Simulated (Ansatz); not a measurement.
The cluster KBi₄⁻, relaxed as a singlet with RKS r2SCAN-D4/def2-SVPD in Ansatz, starting from the GFN1-xTB geometry. Force threshold 0.02 eV/Å.

In the def2 sets Bi takes a core potential; there is no spin–orbit coupling. The restricted singlet is unstable towards broken spin symmetry in Hartree–Fock (as tested in another run); at r2SCAN-D4/def2-SVPD this wasn't settled. Another isomer (singlet) lies 1.07 eV lower at PBE0-D4/def2-TZVPD; other spin states weren't run for this one.

Start:

```tsv
atom	x (Å)	y (Å)	z (Å)
K1	0.000	-0.001	0.001
Bi2	0.902	2.689	-1.721
Bi3	2.799	0.194	1.773
Bi4	-0.908	-2.685	1.729
Bi5	-2.794	-0.196	-1.782
```

Q: Estimate the energy that the relaxation releases and the steps that it takes.

A: 164.0 kcal/mol, in 25 steps; 2.6 min on 4 threads of Arm Neoverse V2 on a shared host. No frequencies were taken in this run, so the end may be a saddle point.

Q: Does the start keep its bonding and symmetry?

A: Bonds formed: Bi2–Bi3, Bi2–Bi5, Bi3–Bi4 (atoms count from 1). Point group D4h at the start, C2v at the end, both within 0.05 Å; within 0.015 Å the end is Cs.

Q: Predict the relaxed structure.

A: 
```xyz
5

K    -1.428   -1.142   -0.077
Bi    0.617    1.842   -1.123
Bi    1.866    0.121    1.239
Bi    0.747   -2.167    2.409
Bi   -1.802    1.346   -2.448
```
Bond lengths (bridged metal pairs left out): 4 × Bi–K 3.46 to 3.76 Å; 3 × Bi–Bi 2.80 to 3.18 Å.
